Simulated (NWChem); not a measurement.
System: BHOCl$_{2}$; SMILES ClB(O)Cl

Input file for NWChem:

```
start job
memory heap 200 mb stack 900 mb global 1100 mb
geometry units angstroms noautoz
  B      0.374748     0.031460     0.000000
  Cl    -0.473840    -1.517721     0.000000
  Cl    -0.538605     1.524668     0.000000
  O      1.711675     0.092629     0.000000
  H      2.132802    -0.774724     0.000000
end
basis spherical
  * library def2-svp
end
dft
  xc b3lyp
  iterations 150
  mulliken
end
task dft energy
```

Output (shortened):

```
             Northwest Computational Chemistry Package (NWChem) 7.3.0
             --------------------------------------------------------

 CS  symmetry detected

                             Geometry "geometry" -> ""
                             -------------------------

 Output coordinates in angstroms (scale by  1.889725989 to convert to a.u.)

  No.       Tag          Charge          X              Y              Z
 ---- ---------------- ---------- -------------- -------------- --------------
    1 B                    5.0000     0.36516621     0.01630059     0.00000000
    2 Cl                  17.0000    -0.52607122    -1.50874341     0.00000000
    3 Cl                  17.0000    -0.50641201     1.53427135     0.00000000
    4 O                    8.0000     1.70327558     0.04035819     0.00000000
    5 H                    1.0000     2.10017916    -0.83834353     0.00000000

 Effective nuclear repulsion energy (a.u.)     182.3555539729

      Symmetry information
      --------------------

 Group name             Cs
 Group number              2
 Group order               2
 No. of unique centers     5

                                 NWChem DFT Module
                                 -----------------

 Summary of "ao basis" -> "ao basis" (spherical)
 ------------------------------------------------------------------------------
       Tag                 Description            Shells   Functions and Types
 ---------------- ------------------------------  ------  ---------------------
 B                          def2-svp                 6       14   3s2p1d
 Cl                         def2-svp                 8       18   4s3p1d
 O                          def2-svp                 6       14   3s2p1d
 H                          def2-svp                 3        5   2s1p

      Symmetry analysis of basis
      --------------------------

        a'         50
        a"         19

            General Information
            -------------------
          SCF calculation type: DFT
          Wavefunction type:  closed shell.
          No. of atoms     :     5
          No. of electrons :    48
           Alpha electrons :    24
            Beta electrons :    24
          Charge           :     0
          Spin multiplicity:     1
          Use of symmetry is: on ; symmetry adaption is: on
          Maximum number of iterations: 150
          AO basis - number of functions:    69
                     number of shells:    31
          Convergence on energy requested:  1.00D-06
          Convergence on density requested:  1.00D-05
          Convergence on gradient requested:  5.00D-04

              XC Information
              --------------
                         B3LYP Method XC Potential
                     Hartree-Fock (Exact) Exchange  0.200
                        Slater Exchange Functional  0.800 local
                    Becke 1988 Exchange Functional  0.720 non-local
              Lee-Yang-Parr Correlation Functional  0.810
                  VWN I RPA Correlation Functional  0.190 local

             Grid Information
             ----------------
          Grid used for XC integration:  medium
          Radial quadrature: Mura-Knowles
          Angular quadrature: Lebedev.
          Tag              B.-S. Rad. Rad. Pts. Rad. Cut. Ang. Pts.
          ---              ---------- --------- --------- ---------
          B                   0.85       49           7.0       434
          Cl                  1.00       88          10.0       590
          O                   0.60       49           8.0       434
          H                   0.35       45           9.0       434
          Grid pruning is: on
          Number of quadrature shells:   319
          Spatial weights used:  Erf1

      Superposition of Atomic Density Guess
      -------------------------------------

 Sum of atomic energies:       -1018.34146594

      Non-variational initial energy
      ------------------------------

 Total energy =   -1019.582261
 1-e energy   =   -1768.727467
 2-e energy   =     566.789652
 HOMO         =      -0.412503
 LUMO         =       0.087359

      Symmetry analysis of molecular orbitals - initial
      -------------------------------------------------

  Numbering of irreducible representations:

     1 a'          2 a"

  Orbital symmetries:

     1 a'          2 a'          3 a'          4 a'          5 a'
     6 a'          7 a'          8 a'          9 a"         10 a'
    11 a"         12 a'         13 a'         14 a'         15 a'
    16 a'         17 a'         18 a'         19 a"         20 a'
    21 a"         22 a'         23 a"         24 a'         25 a"
    26 a'         27 a'         28 a'         29 a'         30 a'
    31 a'         32 a"         33 a'         34 a'

     ---------------------------------------------
      Total Density - Mulliken Population Analysis
     ---------------------------------------------

    Atom       Charge   Shell Charges
 -----------   ------   -------------------------------------------------------
    1 B    5     4.31   1.99  0.77  0.09  1.04  0.27  0.16
    2 Cl  17    17.28   2.00  1.99  1.22  0.70  5.94  2.16  3.26  0.01
    3 Cl  17    17.26   2.00  1.99  1.22  0.69  5.94  2.16  3.24  0.01
    4 O    8     8.49   1.99  1.10  0.56  3.08  1.75  0.01
    5 H    1     0.65   0.52  0.07  0.06

   convergence    iter        energy       DeltaE   RMS-Dens  Diis-err
 ---------------- ----- ----------------- --------- --------- ---------
 d= 0,ls=0.0,diis     1  -1020.7964286001 -1.20D+03  1.69D-02  7.37D-01
 d= 0,ls=0.0,diis     2  -1020.7546958705  4.17D-02  9.80D-03  1.19D+00
 d= 0,ls=0.0,diis     3  -1020.8788573375 -1.24D-01  1.76D-03  3.68D-02
 d= 0,ls=0.0,diis     4  -1020.8814914589 -2.63D-03  9.26D-04  7.67D-03
 d= 0,ls=0.0,diis     5  -1020.8823718553 -8.80D-04  1.77D-04  2.59D-04
  Resetting Diis
 d= 0,ls=0.0,diis     6  -1020.8824030555 -3.12D-05  1.89D-05  2.36D-06
 d= 0,ls=0.0,diis     7  -1020.8824033165 -2.61D-07  7.63D-06  1.53D-07

         Total DFT energy =    -1020.882403316469
      One electron energy =    -1771.016178244982
           Coulomb energy =      637.412926684062
    Exchange-Corr. energy =      -69.634705728424
 Nuclear repulsion energy =      182.355553972875

 Numeric. integr. density =       47.999997677679

                  Occupations of the irreducible representations
                  ----------------------------------------------

                     irrep           alpha         beta
                     --------     --------     --------
                     a'               19.0         19.0
                     a"                5.0          5.0

                       DFT Final Molecular Orbital Analysis
                       ------------------------------------

 Vector   22  Occ=2.000000D+00  E=-3.422973D-01  Symmetry=a"
              MO Center=  1.8D-01, -4.8D-01,  4.6D-15, r^2= 3.2D+00
   Bfn.  Coefficient  Atom+Function         Bfn.  Coefficient  Atom+Function
  ----- ------------  ---------------      ----- ------------  ---------------
    27      0.453923  2 Cl pz                56     -0.370798  4 O  pz
    24      0.342940  2 Cl pz                59     -0.278537  4 O  pz
    45      0.258565  3 Cl pz                21      0.199022  2 Cl pz
    42      0.198624  3 Cl pz                39      0.115185  3 Cl pz
     6     -0.039542  1 B  pz                13      0.039499  1 B  d  1

 Vector   23  Occ=2.000000D+00  E=-3.279608D-01  Symmetry=a"
              MO Center= -4.7D-01,  5.3D-01,  5.1D-16, r^2= 3.1D+00
   Bfn.  Coefficient  Atom+Function         Bfn.  Coefficient  Atom+Function
  ----- ------------  ---------------      ----- ------------  ---------------
    45      0.530716  3 Cl pz                42      0.397700  3 Cl pz
    27     -0.375814  2 Cl pz                24     -0.277817  2 Cl pz
    39      0.230567  3 Cl pz                21     -0.161140  2 Cl pz
    56     -0.073739  4 O  pz                59     -0.055916  4 O  pz
    11      0.034023  1 B  d -1

 Vector   24  Occ=2.000000D+00  E=-3.116770D-01  Symmetry=a'
              MO Center= -4.4D-01,  3.0D-01, -9.9D-17, r^2= 3.4D+00
   Bfn.  Coefficient  Atom+Function         Bfn.  Coefficient  Atom+Function
  ----- ------------  ---------------      ----- ------------  ---------------
    43      0.394249  3 Cl px                25     -0.313054  2 Cl px
    40      0.305672  3 Cl px                44      0.304928  3 Cl py
    26      0.277878  2 Cl py                22     -0.238657  2 Cl px
    41      0.234052  3 Cl py                23      0.210658  2 Cl py
    37      0.175307  3 Cl px                19     -0.137099  2 Cl px

 Vector   25  Occ=0.000000D+00  E=-3.878952D-03  Symmetry=a"
              MO Center=  3.0D-01,  1.9D-02, -1.6D-15, r^2= 2.4D+00
   Bfn.  Coefficient  Atom+Function         Bfn.  Coefficient  Atom+Function
  ----- ------------  ---------------      ----- ------------  ---------------
     6      0.652218  1 B  pz                 9     -0.556944  1 B  pz
    45      0.327534  3 Cl pz                27      0.317388  2 Cl pz
    59      0.305150  4 O  pz                56      0.284581  4 O  pz
    42      0.165178  3 Cl pz                24      0.163163  2 Cl pz
    39      0.094287  3 Cl pz                21      0.092563  2 Cl pz

 Vector   26  Occ=0.000000D+00  E= 3.569161D-02  Symmetry=a'
              MO Center=  1.9D+00, -8.2D-01,  3.2D-16, r^2= 3.0D+00
   Bfn.  Coefficient  Atom+Function         Bfn.  Coefficient  Atom+Function
  ----- ------------  ---------------      ----- ------------  ---------------
    66      1.207545  5 H  s                 53     -0.831933  4 O  s
     3      0.586820  1 B  s                 58      0.306492  4 O  py
    36     -0.268182  3 Cl s                 55      0.217408  4 O  py
    44      0.191736  3 Cl py                65      0.189291  5 H  s
    52     -0.185656  4 O  s                 43     -0.149356  3 Cl px

 Vector   27  Occ=0.000000D+00  E= 8.821035D-02  Symmetry=a'
              MO Center=  1.7D-01, -3.1D-01,  9.5D-17, r^2= 3.7D+00
   Bfn.  Coefficient  Atom+Function         Bfn.  Coefficient  Atom+Function
  ----- ------------  ---------------      ----- ------------  ---------------
     3      1.680452  1 B  s                 66     -0.720719  5 H  s
    18     -0.682846  2 Cl s                 26     -0.614866  2 Cl py
    36     -0.502170  3 Cl s                 44      0.471963  3 Cl py
     2      0.404287  1 B  s                  4      0.288937  1 B  px
    25     -0.259112  2 Cl px                57      0.250209  4 O  px

     ---------------------------------------------
      Total Density - Mulliken Population Analysis
     ---------------------------------------------

    Atom       Charge   Shell Charges
 -----------   ------   -------------------------------------------------------
    1 B    5     4.99   1.99  0.81  0.02  1.57  0.40  0.19
    2 Cl  17    17.09   2.00  1.98  1.27  0.65  5.93  2.18  3.06  0.02
    3 Cl  17    17.06   2.00  1.98  1.28  0.64  5.93  2.18  3.03  0.02
    4 O    8     8.06   1.99  1.09  0.53  2.92  1.53  0.01
    5 H    1     0.80   0.68  0.05  0.07

     -------------------------------------------
      Total Density - Lowdin Population Analysis
     -------------------------------------------

    Atom       Charge   Shell Charges
 -----------   ------   -------------------------------------------------------
    1 B    5     5.50   1.96  0.55  0.25  1.44  0.87  0.43
    2 Cl  17    16.84   2.00  1.95  1.02  0.73  5.82  2.27  3.01  0.03
    3 Cl  17    16.81   2.00  1.95  1.02  0.73  5.82  2.27  2.99  0.03
    4 O    8     7.96   1.97  0.84  0.55  2.72  1.85  0.02
    5 H    1     0.89   0.55  0.16  0.18

     Multipole analysis of the density
     ---------------------------------

     L   x y z        total         alpha         beta         nuclear
     -   - - -        -----         -----         ----         -------
     0   0 0 0     -0.000000    -24.000000    -24.000000     48.000000

     1   1 0 0      0.504220      0.252110      0.252110     -0.000000
     1   0 1 0     -0.565840     -0.282920     -0.282920      0.000000
     1   0 0 1     -0.000000     -0.000000     -0.000000      0.000000

     2   2 0 0    -25.192962    -79.288133    -79.288133    133.383305
     2   1 1 0     -2.770820      0.215353      0.215353     -3.201526
     2   1 0 1      0.000000      0.000000      0.000000      0.000000
     2   0 2 0    -26.640341   -155.148915   -155.148915    283.657488
     2   0 1 1     -0.000000     -0.000000     -0.000000      0.000000
     2   0 0 2    -26.229913    -13.114956    -13.114956      0.000000
```

Level: B3LYP/def2-SVP. The geometry was optimised at PBE0/def2-SVP.
